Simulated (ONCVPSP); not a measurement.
# phosphorus, ONCV: configuration errors across variants

ONCVPSP 4.0.1 input, shortened (lines: element, Z, core and valence counts, functional; n l f; lmax; l rc ep ncon nbas qcut; lloc lpopt rc5 dvloc0; l nproj debl; icmod fcfact rcfact), PBE, scalar-relativistic:

```
  P 15.00    3    2        4      upf
    1    0    2.00
    2    0    2.00
    2    1    6.00
    3    0    1.00
    3    1    4.00
    2
    0    1.25    0.00    4    8    5.30
    1    1.25    0.00    4    7    5.90
    2    1.40    0.03    4    9    7.70
    1    5    1.25    0.00
    0    2    2.60
    1    0    2.30
    2    1    3.90
    3    3.25    1.10
```

All-electron excitation energies from the reference (eV): (1) 3s2 3p3 -8.534; (2) 3s2 3p2 1.195; (3) 3s2 3p1 20.342; (4) 3s1 3p0 102.087.

3 further variants failed, have other tests or too few solved ones, and are left out.

A true bound ghost makes a file unfit for plane-wave use even where its test errors are small: the radial tests pick states by their node count and pass the ghost by.

Errors AE − PS in meV (a dash: test not solved or not reliable):

```csv
change,(1),(2),(3),(4),bound ghosts,GHOST(+) flags above zero
base,+2.9,+1.4,+0.1,+96,s,none
"all radii but the core radius scaled by about 1.04 (s 1.30, p 1.30, d 1.46 bohr)",+2.4,+0.8,-0.8,+105,s,none
"all radii but the core radius scaled by about 1.13 (s 1.42, p 1.42, d 1.58 bohr)",+2.2,0.0,-0.5,+149,none,none
"all radii but the core radius scaled by about 1.23 (s 1.54, p 1.54, d 1.72 bohr)",+1.6,-0.5,-0.4,+163,none,none
"all radii but the core radius scaled by about 1.31 (s 1.64, p 1.64, d 1.84 bohr)",+1.1,-0.9,-0.1,+171,none,none
```

**Question.** Give the same row for: all radii but the core radius scaled by about 1.20 (s 1.50, p 1.50, d 1.68 bohr).

**Answer.** +1.8, -0.4, -0.5, +159; bound ghosts: none; GHOST(+) flags above zero: none.
